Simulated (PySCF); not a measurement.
Several molecules and their computed UV-vis stick spectra, shuffled. Method: TDDFT CAM-B3LYP/def2-SVPD, vertical, gas phase, core orbitals frozen in the response (PySCF). Geometries: PBE0-D3(BJ)/def2-SVP; one conformer of each isolated species. Triplets are in the Tamm–Dancoff approximation. Relativistic effects are left out although some hold elements past zinc.

A. `FP` (FH2P)
B. `[GeH3][O]B[AsH2]` (AsBGeH6O)
C. `COc1conc1F` (C4H4FNO2)
D. `BN=C=O` (CH2BNO)
E. `[C@H]([SiH3])(CC#N)[GeH3]` (C3H9GeNSi)

Lowest singlet levels (six at most, fewer where fewer were computed) with oscillator strengths:

1. 4.58 eV (f 0.000); 6.81 eV (f 0.105); 7.25 eV (f 0.000); 7.36 eV (f 0.001); 8.57 eV (f 0.001); 8.63 eV (f 0.002); T1 4.28 eV
2. 5.57 eV (f 0.026); 7.37 eV (f 0.122); 7.56 eV (f 0.082); 7.91 eV (f 0.074); 9.61 eV (f 0.025); 9.82 eV (f 0.149)
3. 7.51 eV (f 0.017); 7.68 eV (f 0.014); 7.90 eV (f 0.013); 7.95 eV (f 0.000); 8.22 eV (f 0.187); 8.32 eV (f 0.002); T1 6.27 eV
4. 6.11 eV (f 0.098); 6.62 eV (f 0.019); 6.86 eV (f 0.006); 6.96 eV (f 0.011); 7.19 eV (f 0.073); 7.79 eV (f 0.002)
5. 5.03 eV (f 0.017); 5.79 eV (f 0.016); 6.23 eV (f 0.058); 6.53 eV (f 0.002); 6.67 eV (f 0.041); 6.99 eV (f 0.032); T1 4.38 eV

Question: Which spectrum belongs to which structure?

Answer: 1 = D, 2 = A, 3 = E, 4 = C, 5 = B.
- A: S1 at 5.57 eV, HOMO→LUMO (98%); Löwdin shares by element: HOMO phosphorus 62%, hydrogen 20%, fluorine 17%; LUMO phosphorus 54%, hydrogen 28%, fluorine 18%; HOMO -9.30 and LUMO 0.30 eV; point group Cs.
- B: S1 at 5.03 eV, HOMO→LUMO+1 (39%), HOMO→LUMO (33%), HOMO→LUMO+2 (15%); Löwdin shares by element: HOMO arsenic 54%, boron 17%, oxygen 13%, hydrogen 6% or more; LUMO germanium 24%, boron 24%, oxygen 12%, arsenic 12% (atoms not listed hold the other 29%); HOMO -8.19 and LUMO 0.43 eV.
- C: S1 at 6.11 eV, HOMO→LUMO (95%); Löwdin shares by element: HOMO carbon 43% or more, oxygen 38% (atoms not listed hold the other 19%); LUMO carbon 37% or more, nitrogen 23%, oxygen 16% or more (atoms not listed hold the other 25%); HOMO -8.68 and LUMO 0.49 eV; point group Cs.
- D: S1 at 4.58 eV, HOMO→LUMO (98%); Löwdin shares by element: HOMO nitrogen 32%, oxygen 21%, boron 17%, carbon 11% (atoms not listed hold the other 19%); LUMO boron 45%, nitrogen 16%, carbon 12%, oxygen 11% (atoms not listed hold the other 17%); HOMO -9.74 and LUMO -0.93 eV; point group C2v, 2 of its 6 listed states under f = 0.0005.
- E: S1 at 7.51 eV, HOMO→LUMO (47%); Löwdin shares by element: HOMO carbon 32% or more, germanium 19%, silicon 11%, hydrogen 8% or more (atoms not listed hold the other 29%); LUMO silicon 20%, carbon 17% or more, germanium 16% (atoms not listed hold the other 47%); HOMO -10.04 and LUMO 0.57 eV.
